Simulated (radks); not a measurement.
Spherical quantum dot in the effective-mass picture: electrons in a parabolic well V = omega^2 r^2 / 2 with omega = 4.91, all in effective atomic units (hartree* = m*/eps^2 hartree, bohr* = eps/m* bohr), one dielectric constant everywhere. Method: non-relativistic Kohn-Sham, PBEsol, spin-polarised, spherical densities; computed with a radial shooting solver with Libxc functionals. Levels are named by radial order and angular momentum (1s, 1p, 1d, 2s, ...), and open shells are averaged over m. Results are scaled to m* = 0.026 and eps = 5.8, for which hartree* = 21.03 meV and bohr* = 11.8 nm.

N = 6, configuration 1s2 1p(up 3, down 1). This is the lowest configuration that the search found. Occupied and some empty levels:

level    occupation  eigenvalue (meV)  <r> (nm)
1s up             1            310.10     6.616
1s down           1            314.22     6.593
1p up             3            395.91     8.592
1p down           1            400.52     8.603
1d up             0            486.17     10.13
1d down           0            490.51     10.16
2s up             0            493.50     9.340
2s down           0            496.49     9.371
1f up             0            579.48     11.45
1f down           0            583.26     11.49

Energy (meV): total 1743.95, kinetic 581.12, external 776.59, Hartree 504.96, exchange-correlation -118.72.
